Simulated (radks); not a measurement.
Species: Sr+. Configuration: [Kr] 5s1. Method: non-relativistic Kohn-Sham, exchange-only PBE, spin-polarised, spherical densities, point nucleus; open shells are filled with parallel spins first (spin-orbit coupling, left out, can overturn this in heavy ions); relativity is left out, which matters for an element this heavy; computed with a radial shooting solver on a logarithmic mesh with Libxc functionals.

Local quantities along the radius. ELF = 1/(1 + alpha^2) is the electron localisation function; alpha = (tau - tau_W)/tau_unif compares the Pauli kinetic energy density with that of the uniform gas (summed over spins).

r (bohr),ELF,alpha
0.00152,1.000,0.01766
0.001755,1.000,0.01808
0.002043,1.000,0.01862
0.00236,1.000,0.01924
0.002725,1.000,0.01997
0.003147,1.000,0.02085
0.003664,1.000,0.02198
0.004231,0.999,0.02330
0.004887,0.999,0.02492
0.005644,0.999,0.02695
0.00657,0.999,0.02965
0.007588,0.999,0.03293
0.008763,0.999,0.03719
0.01012,0.998,0.04279
0.01178,0.997,0.05083
0.01361,0.996,0.06139
0.01571,0.994,0.07630
0.01815,0.991,0.09795
0.02113,0.983,0.1325
0.0244,0.967,0.1835
0.02818,0.935,0.2641
0.03254,0.866,0.3926
0.03758,0.739,0.5939
0.04375,0.550,0.9042
0.05053,0.390,1.251
0.05835,0.308,1.499
0.06739,0.314,1.478
0.07846,0.411,1.196
0.09061,0.559,0.8877
0.1046,0.692,0.6676
0.1208,0.764,0.5555
0.1407,0.770,0.5464
0.1625,0.695,0.6618
0.1876,0.522,0.9562
0.2167,0.334,1.412
0.2523,0.269,1.648
0.2914,0.363,1.323
0.3365,0.558,0.8897
0.3886,0.712,0.6354
0.4524,0.777,0.5355
0.5225,0.764,0.5551
0.6034,0.667,0.7068
0.6968,0.452,1.101
0.8048,0.239,1.783
0.9369,0.202,1.989
1.082,0.387,1.259
1.25,0.686,0.6758
1.443,0.823,0.4641
1.68,0.826,0.4584
1.94,0.725,0.6154
2.241,0.480,1.041
2.588,0.228,1.840
3.013,0.169,2.214
3.479,0.353,1.353
4.018,0.761,0.5600
4.64,0.957,0.2125
5.402,0.994,0.07820
6.239,0.999,0.03123
7.205,1.000,0.01276
8.321,1.000,0.005385
9.687,1.000,0.002252
11.19,1.000,0.001004

On this mesh the ELF has minima near r = 0.058, 0.25, 0.94, 3.0 bohr, which separate the shells, and maxima near 0.14 (0.77), 0.45 (0.78), 1.7 (0.83).
